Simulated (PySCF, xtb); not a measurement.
BiBr₂, SMILES [Br][Bi+][Br] (connectivity only; charge and spin as stated), charge +1, multiplicity 1.

Harmonic wavenumbers (cm⁻¹) from GFN2-xTB run with xtb at its own minimum, in rising order: 79, 226, 247.

**Question.** What does PBE-D3(BJ)/def2-SVP in PySCF 2.14.0 give at its own minimum? (Estimate from the structure and the level; the computed values follow.)

**Answer.** 72, 245, 246. Paired by order, the mean absolute difference is 9 cm⁻¹ and the zero-point energies are 0.8 and 0.8 kcal/mol.
